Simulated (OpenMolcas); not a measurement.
A run on Au4+ among 2 point charges of -1 e arranged as a linear pair (D∞h), 1.98 Å from the ion.
```
   0.0000    0.0000    1.9800  -1.00
   0.0000    0.0000   -1.9800  -1.00
```

```yaml
Program: OpenMolcas 26.06
Method: CASSCF
Basis: ANO-RCC-VDZP [7s6p4d2f]
Scalar_Hamiltonian: DKH2, point nucleus
Active_space: 7 electrons in 5 orbitals (5d)
State_averaging: 2S+1 = 4 even, 10 roots; 2S+1 = 2 even, 40 roots
Spin-orbit_coupling: state interaction with AMFI integrals over the reference wave functions
```

59 basis functions. Blocks (2S+1, parity, CSFs, roots kept): 4, even, 10, 10; 2, even, 40, 40.

Problem. How long do the RASSCF and RASSI steps take on 1 thread of Arm Neoverse N1, with other jobs on the host?

Solution. About 16 s of wall time, without the integral step.
